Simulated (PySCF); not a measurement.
H8OSi3, SMILES [SiH3]O[SiH2][SiH3]. Heavy atoms are numbered as in [SiH3:1][O:2][SiH2:3][SiH3:4]. Hydrogens are named by the atom that carries them.

Geometry: TPSSh-D3(BJ)/def2-SVP. One conformer was computed; it need not be the lowest.

The numbers are results of PBE/pcSseg-1 run with PySCF, not measurements.

GIAO shieldings, no solvent; atoms alike by connectivity are averaged. δ = σ(ref) − σ: ²⁹Si against TMS (σ = 335.4 ppm); ¹⁷O against H2O (σ = 334.3 ppm); ¹H against TMS (σ = 31.49 ppm), references at their B3LYP-D3(BJ)/def2-TZVP geometries, non-relativistic.

```json
[
 {"nucleus": "²⁹Si", "atoms": "Si3 (SiH2)", "count": "1", "δ (ppm)": "-18.7"},
 {"nucleus": "²⁹Si", "atoms": "Si1 (SiH3)", "count": "1", "δ (ppm)": "-35.5"},
 {"nucleus": "²⁹Si", "atoms": "Si4 (SiH3)", "count": "1", "δ (ppm)": "-115.9"},
 {"nucleus": "¹⁷O", "atoms": "O2", "count": "1", "δ (ppm)": "3.5"},
 {"nucleus": "¹H", "atoms": "H on Si3", "count": "2", "δ (ppm)": "5.97"},
 {"nucleus": "¹H", "atoms": "H on Si1", "count": "3", "δ (ppm)": "5.40"},
 {"nucleus": "¹H", "atoms": "H on Si4", "count": "3", "δ (ppm)": "3.81"}
]
```
